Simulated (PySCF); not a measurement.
## C₆ coefficients of unlike pairs at PBE0

Calculated with PySCF 2.14 from the dipole response of each species, C₆(A,B) = (3/π) ∫ α_A(iu) α_B(iu) du, in atomic units, from isotropic polarisabilities. For ions this is the dispersion term alone; charge-induced terms of lower order in 1/R come first.

| species | configuration | basis | relativity | α (bohr³) | C₆ (like pair) |
| --- | --- | --- | --- | --- | --- |
| S⁺ | [Ne] 3s2 3p3 (4S) | def2-QZVPPD (10s7p5d2f1g) | none | 10.87 | 53.43 |
| Tc³⁺ | [Kr] 4d4 (5D) | dyall-av2z (22s15p11d2f) | none | 4.999 | 22.52 |
| Fe²⁺ | [Ar] 3d6 (5D) | aug-cc-pVTZ (8s7p5d3f2g) | none | 3.632 | 10.54 |
| Ta⁺ | [Xe] 4f14 5d3 6s1 (5F) | aug-cc-pwCVTZ-PP with ECP60MDF (8s8p7d4f3g) | core potential | 42.87 | 371.2 |

Task: Estimate C₆ for Fe²⁺ with Tc³⁺.

Result: The integral gives 15.38. The combination rule 2 C_A C_B / (C_A α_B/α_A + C_B α_A/α_B) gives 15.38 and the geometric mean 15.41.

No spin-orbit coupling is included.

The other pairs:

| pair | C₆ |
| --- | --- |
| Tc³⁺, S⁺ | 32.55 |
| Ta⁺, S⁺ | 134.3 |
| Ta⁺, Tc³⁺ | 76.64 |
| Ta⁺, Fe²⁺ | 53.15 |
| Fe²⁺, S⁺ | 22.31 |
